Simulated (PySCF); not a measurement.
**Zr: excitation energy**

Zr [Kr] 4d2 5s2 (3F) → Zr [Kr] 4d1 5s2 6s1 (3D), as a difference of total energies. Calculation: PySCF 2.14, in aug-cc-pVTZ-DK; the spin-free X2C one-electron Hamiltonian (Gaussian nucleus). The calculations carry no spin-orbit coupling.

| method | excitation energy (eV) |
| --- | --- |
| LDA | 5.881 |
| PBE | 5.851 |
| PBE0 | 5.840 |
| r2SCAN | 6.194 |
| B3LYP | 5.816 |
| HSE06 | 5.818 |
| PBEsol | 5.856 |

A first-order spin-orbit estimate (lowest level to lowest level, LS coupling) adds 0.014 eV.

The promoted electron is Rydberg-like, and one or two diffuse shells describe it only roughly, which tends to raise the upper state.

The Hartree-Fock determinant of the upper state isn't an eigenfunction of L²: it has lost the atom's symmetry, so its energy isn't that of a pure term.
